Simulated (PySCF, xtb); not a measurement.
NaF, SMILES [F][Na].

GFN2-xTB in xtb at its own geometry gives an orbital gap of 2.10 eV and a dipole moment of 7.27 D.

Geometry: B3LYP-D3(BJ)/def2-TZVPD.

Task: What does PySCF with B3LYP/def2-TZVPD give? (The exact figures need the calculation; the answer reports its results.)

Result: gap 4.82 eV (levels -6.60 and -1.78 eV), dipole 8.02 D.
